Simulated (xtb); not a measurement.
xtb input (GFN1-xTB):

```bash
xtb mol.xyz --gfn 1 --opt tight --chrg 0 --uhf 0
```
mol.xyz:
```
3

C      0.00000000     0.00000000     0.00000000
Te    -0.00000000    -0.00000000    -1.90330842
Te     0.00000000     0.00000000     1.90330842
```

Output:

```
           -------------------------------------------------
          |                Calculation Setup                |
           -------------------------------------------------

           -------------------------------------------------
          |                 G F N 1 - x T B                 |
           -------------------------------------------------

        Reference                      10.1021/acs.jctc.7b00118
      * Hamiltonian:
        H0-scaling (s, p, d)           1.850000    2.250000    2.000000
        zeta-weighting                 0.000000
      * Dispersion:
        s8                             2.400000
        a1                             0.630000
        a2                             5.000000
        s9                             0.000000
      * Repulsion:
        kExp                           1.500000
        rExp                           1.000000
      * Coulomb:
        alpha                          2.000000
        third order                    atomic
        anisotropic                    false
      * Halogen bond correction:
        rad-scale                      1.300000
        damping                        0.440000

          ...................................................
          :                      SETUP                      :
          :.................................................:
          :  # basis functions                  24          :
          :  # atomic orbitals                  22          :
          :  # shells                            8          :
          :  # electrons                        16          :
          :  # halogen bonds                     0          :
          :  max. iterations                   250          :
          :  Hamiltonian                  GFN1-xTB          :
          :  restarted?                      false          :
          :  GBSA solvation                  false          :
          :  PC potential                    false          :
          :  electronic temp.          300.0000000     K    :
          :  accuracy                    1.0000000          :
          :  -> integral cutoff          0.2500000E+02      :
          :  -> integral neglect         0.1000000E-07      :
          :  -> SCF convergence          0.1000000E-05 Eh   :
          :  -> wf. convergence          0.2000000E-04 e    :
          :  Broyden damping             0.4000000          :
          :  net charge                          0          :
          :  unpaired electrons                  0          :
          ...................................................

 iter      E             dE          RMSdq      gap      omega  full diag
   1     -9.5804747 -0.958047E+01  0.599E+00    2.48       0.0  T
   2     -9.5690841  0.113906E-01  0.728E+00    1.81       1.0  T
   3     -9.6143163 -0.452322E-01  0.404E+00    2.07       1.0  T
   4     -9.6168315 -0.251519E-02  0.192E-01    2.14       1.0  T
   5     -9.6169195 -0.880240E-04  0.319E-03    2.15      18.1  T
   6     -9.6169195  0.215977E-07  0.341E-03    2.15      16.9  T
   7     -9.6169195 -0.259896E-07  0.407E-06    2.15   14184.7  T
[...]
 classical contributions        ...        0 min,  0.000 sec (  0.242%)
 integral evaluation            ...        0 min,  0.002 sec ( 33.830%)
 iterations                     ...        0 min,  0.001 sec ( 15.682%)
 molecular gradient             ...        0 min,  0.002 sec ( 43.169%)
 printout                       ...        0 min,  0.000 sec (  3.459%)

         :::::::::::::::::::::::::::::::::::::::::::::::::::::
         ::                     SUMMARY                     ::
         :::::::::::::::::::::::::::::::::::::::::::::::::::::
         :: total energy              -9.559011046875 Eh    ::
         :: gradient norm              0.000196238453 Eh/a0 ::
         :: HOMO-LUMO gap              2.105268166637 eV    ::
         ::.................................................::
         :: SCC energy                -9.611664886283 Eh    ::
         :: -> electrostatic           0.000078200578 Eh    ::
         :: repulsion energy           0.053870652709 Eh    ::
         :: dispersion energy         -0.001216813300 Eh    ::
         :: halogen bond corr.         0.000000000000 Eh    ::
         :: add. restraining           0.000000000000 Eh    ::
         :: total charge               0.000000000000 e     ::
         :::::::::::::::::::::::::::::::::::::::::::::::::::::

           -------------------------------------------------
          |                Property Printout                |
           -------------------------------------------------

    * Orbital Energies and Occupations

         #    Occupation            Energy/Eh            Energy/eV
      -------------------------------------------------------------
         1        2.0000           -1.1128825             -30.2831
         2        2.0000           -1.1098723             -30.2012
         3        2.0000           -0.5448866             -14.8271
         4        2.0000           -0.4575886             -12.4516
         5        2.0000           -0.4340406             -11.8108
         6        2.0000           -0.4340406             -11.8108
         7        2.0000           -0.3683112             -10.0223
         8        2.0000           -0.3683112             -10.0223 (HOMO)
         9                         -0.2909440              -7.9170 (LUMO)
        10                         -0.2909440              -7.9170
        11                         -0.1899041              -5.1676
        12                         -0.1250854              -3.4037
        13                         -0.0168697              -0.4590
        14                         -0.0168697              -0.4590
        15                         -0.0154430              -0.4202
        16                         -0.0154430              -0.4202
        17                         -0.0103348              -0.2812
        18                         -0.0103348              -0.2812
        19                          0.1148549               3.1254
       ...                                ...                  ...
        22                          0.6264960              17.0478
      -------------------------------------------------------------
                  HL-Gap            0.0773672 Eh            2.1053 eV
             Fermi-level           -0.3296276 Eh           -8.9696 eV

  Mulliken/CM5 charges         n(s)   n(p)   n(d)
     1C    -0.02871 -0.08305   1.239  2.790  0.000
     2Te    0.01435  0.04152   1.976  3.988  0.022
     3Te    0.01435  0.04152   1.976  3.988  0.022

Wiberg/Mayer (AO) data.
largest (>0.10) Wiberg bond orders for each atom

 ---------------------------------------------------------------------------
     #   Z sym  total        # sym  WBO       # sym  WBO       # sym  WBO
 ---------------------------------------------------------------------------
     1   6 C    3.910 --     2 Te   1.955     3 Te   1.955
     2  52 Te   2.541 --     1 C    1.955     3 Te   0.586
     3  52 Te   2.541 --     1 C    1.955     2 Te   0.586
 ---------------------------------------------------------------------------

Topologies differ in total number of bonds
Writing topology from bond orders to xtbtopo.mol

 dipole moment from electron density (au)
     X       Y       Z
   0.0000   0.0000  -0.0000  total (Debye):    0.000

           -------------------------------------------------
Note: The following floating-point exceptions are signalling: IEEE_UNDERFLOW_FLAG IEEE_DENORMAL
normal termination of xtb
          |                Geometry Summary                 |
           -------------------------------------------------

      molecular mass/u    :      267.2169889
   center of mass at/Å    :        0.0000000      -0.0000000       0.0000000
  moments of inertia/u·Å² :        0.1923821E-28   0.9392399E+03   0.9392399E+03
rotational constants/cm⁻¹ :        0.8762578E+30   0.1794816E-01   0.1794816E-01

 * 2 selected distances

     #   Z          #   Z                                           value/Å
     1   6 C        2  52 Te                                      1.9184152 (min)
     1   6 C        3  52 Te                                      1.9184153 (max)

 * 1 distinct bonds (by element types)

   Z      Z             #   av. dist./Å        max./Å        min./Å
   6 C   52 Te          2     1.9184152     1.9184153     1.9184152

optimized geometry written to: xtbopt.xyz

           -------------------------------------------------
          | TOTAL ENERGY               -9.559011046875 Eh   |
          | GRADIENT NORM               0.000196238453 Eh/α |
          | HOMO-LUMO GAP               2.105268166637 eV   |
           -------------------------------------------------

------------------------------------------------------------------------
------------------------------------------------------------------------
 total:
 SCF:
 ANC optimizer:
```
